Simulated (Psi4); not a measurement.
Level of theory: SAPT0/jun-cc-pVDZ, frozen core (Psi4).

Psi4 input:

```
molecule {
0 1
Br 0.71241346 0.00000000 -0.00000000
H -0.71241346 -0.00000000 0.00000000
--
0 1
F -2.96678706 0.11241018 -0.04730533
B -4.27376626 0.24833548 -0.11204762
F -5.05677409 -0.61646582 0.49626742
F -4.79793236 1.24973195 -0.78489169
units angstrom
symmetry c1
no_reorient
no_com
}
set basis jun-cc-pvdz
set scf_type df
set freeze_core true
energy('sapt0')
```

Part of the output:

```
    SAPT Results
  --------------------------------------------------------------------------------------------------------
    Electrostatics                 -2.64342123 [mEh]      -1.65877186 [kcal/mol]      -6.94030148 [kJ/mol]
      Elst10,r                     -2.64342123 [mEh]      -1.65877186 [kcal/mol]      -6.94030148 [kJ/mol]

    Exchange                        2.64104440 [mEh]       1.65728038 [kcal/mol]       6.93406111 [kJ/mol]
      Exch10                        2.64104440 [mEh]       1.65728038 [kcal/mol]       6.93406111 [kJ/mol]
      Exch10(S^2)                   2.63614326 [mEh]       1.65420487 [kcal/mol]       6.92119317 [kJ/mol]

    Induction                      -0.60516954 [mEh]      -0.37974962 [kcal/mol]      -1.58887240 [kJ/mol]
      Ind20,r                      -1.03816986 [mEh]      -0.65146142 [kcal/mol]      -2.72571460 [kJ/mol]
      Exch-Ind20,r                  0.72878529 [mEh]       0.45731967 [kcal/mol]       1.91342551 [kJ/mol]
      delta HF,r (2)               -0.29578496 [mEh]      -0.18560786 [kcal/mol]      -0.77658330 [kJ/mol]

    Dispersion                     -1.09797889 [mEh]      -0.68899216 [kcal/mol]      -2.88274318 [kJ/mol]
      Disp20                       -1.22837111 [mEh]      -0.77081451 [kcal/mol]      -3.22508790 [kJ/mol]
      Exch-Disp20                   0.13039222 [mEh]       0.08182235 [kcal/mol]       0.34234472 [kJ/mol]
      Disp20 (SS)                  -0.61418555 [mEh]      -0.38540725 [kcal/mol]      -1.61254395 [kJ/mol]
      Disp20 (OS)                  -0.61418555 [mEh]      -0.38540725 [kcal/mol]      -1.61254395 [kJ/mol]
      Exch-Disp20 (SS)              0.06482969 [mEh]       0.04068125 [kcal/mol]       0.17021034 [kJ/mol]
      Exch-Disp20 (OS)              0.06556252 [mEh]       0.04114110 [kcal/mol]       0.17213438 [kJ/mol]

  Total HF                         -0.60754637 [mEh]      -0.38124110 [kcal/mol]      -1.59511276 [kJ/mol]
  Total SAPT0                      -1.70552526 [mEh]      -1.07023326 [kcal/mol]      -4.47785595 [kJ/mol]
```
